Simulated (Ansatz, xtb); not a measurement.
# C4H7BN2: which of two isomers lies lower

Structure a: `Bn1ccc(C)n1`, a singlet. Structure b: `Bc1cc(C)n[nH]1`, a singlet. Both are isolated molecules in the gas phase, relaxed with PBE-D3(BJ)/def2-SVP; the shapes shown needn't be the lowest conformers.

a (Å):

```json
{"atom": "C", "x (Å)": "-0.1903", "y (Å)": "1.4572", "z (Å)": "-0.3576"}
{"atom": "C", "x (Å)": "0.9829", "y (Å)": "1.1250", "z (Å)": "-0.9865"}
{"atom": "C", "x (Å)": "1.0803", "y (Å)": "-0.3117", "z (Å)": "-0.8533"}
{"atom": "C", "x (Å)": "2.1696", "y (Å)": "-1.2004", "z (Å)": "-1.3610"}
{"atom": "B", "x (Å)": "-1.9809", "y (Å)": "0.1322", "z (Å)": "0.8430"}
{"atom": "N", "x (Å)": "-0.7560", "y (Å)": "0.2760", "z (Å)": "0.1220"}
{"atom": "N", "x (Å)": "0.0424", "y (Å)": "-0.8066", "z (Å)": "-0.1932"}
{"atom": "H", "x (Å)": "-2.3249", "y (Å)": "-0.9734", "z (Å)": "1.1856"}
{"atom": "H", "x (Å)": "-2.6067", "y (Å)": "1.1466", "z (Å)": "1.0683"}
{"atom": "H", "x (Å)": "-0.6901", "y (Å)": "2.4188", "z (Å)": "-0.1977"}
{"atom": "H", "x (Å)": "1.6904", "y (Å)": "1.7996", "z (Å)": "-1.4808"}
{"atom": "H", "x (Å)": "2.2683", "y (Å)": "-1.1229", "z (Å)": "-2.4635"}
{"atom": "H", "x (Å)": "3.1508", "y (Å)": "-0.9196", "z (Å)": "-0.9256"}
{"atom": "H", "x (Å)": "1.9511", "y (Å)": "-2.2514", "z (Å)": "-1.0967"}
```

b (Å):

```xyz
14

C    -0.6450   -0.2117    0.1947
C    -0.1576    0.3360   -1.0155
C     1.2498    0.2395   -0.9615
C     2.2737    0.6634   -1.9678
B    -2.0439   -0.4064    0.7566
N     1.6344   -0.3341    0.2099
N     0.5096   -0.5857    0.8622
H    -3.0145   -0.0547    0.1167
H    -2.1906   -0.9176    1.8538
H    -0.7736    0.7490   -1.8221
H     2.2114    1.7510   -2.1770
H     2.1370    0.1350   -2.9336
H     3.2879    0.4387   -1.5883
H     0.5498   -1.0239    1.7849
```

Task: Estimate which is lower in electronic energy at CCSD(T)/def2-SVP + ΔMP2/def2-TZVPP, and by roughly how much.

Result: The CCSD(T)/def2-SVP + ΔMP2/def2-TZVPP calculation puts structure a lower, by 70.2 kJ/mol.

The same difference at several levels:

| level | geometry | E(b) − E(a) (kJ/mol) | departure from the last row (kJ/mol) | job, with rough time for the two |
| --- | --- | --- | --- | --- |
| GFN2-xTB | GFN2-xTB | +84.8 | +14.6 | optimisation, 0.15 s |
| HF/STO-3G | GFN2-xTB | +104.2 | +34.0 | single point, 0.48 s |
| r2SCAN-D4/def2-SVP | GFN2-xTB | +56.4 | −13.9 | single point, 6.9 s |
| PBE-D3(BJ)/def2-SVP | PBE-D3(BJ)/def2-SVP | +54.1 | −16.1 | optimisation, 65 s |
| HF/def2-SVP | PBE-D3(BJ)/def2-SVP | +81.2 | +11.0 | part of the CCSD(T) run |
| MP2/def2-SVP | PBE-D3(BJ)/def2-SVP | +61.7 | −8.6 | part of the CCSD(T) run |
| CCSD(T)/def2-SVP | PBE-D3(BJ)/def2-SVP | +71.9 | +1.7 | single point |
| CCSD(T)/def2-SVP + ΔMP2/def2-TZVPP | PBE-D3(BJ)/def2-SVP | +70.2 |  | single point, 1.8 min |

As drawn, b has 1 C–B, 1 N–H in place of 1 B–N, 1 C–H.

None of the levels shown reverses the order. The largest departure from CCSD(T)/def2-SVP + ΔMP2/def2-TZVPP is that of HF/STO-3G, 34.0 kJ/mol. The last row adds to CCSD(T) the change of the MP2 difference between the two basis sets, here −1.7 kJ/mol.

With thermal terms from frequencies at re-optimised GFN2-xTB minima (ideal gas, soft modes damped towards free rotors, one conformer each, 298.15 K, 1 atm): the zero-point term adds −1.2 kJ/mol; ΔH is +69.9 and ΔG +67.9 kJ/mol.

The correlated steps freeze 7 core orbitals. Run with Ansatz 0.2.0, xtb 6.7.1; the last row on 2 threads of Arm Neoverse V2 on a shared host.
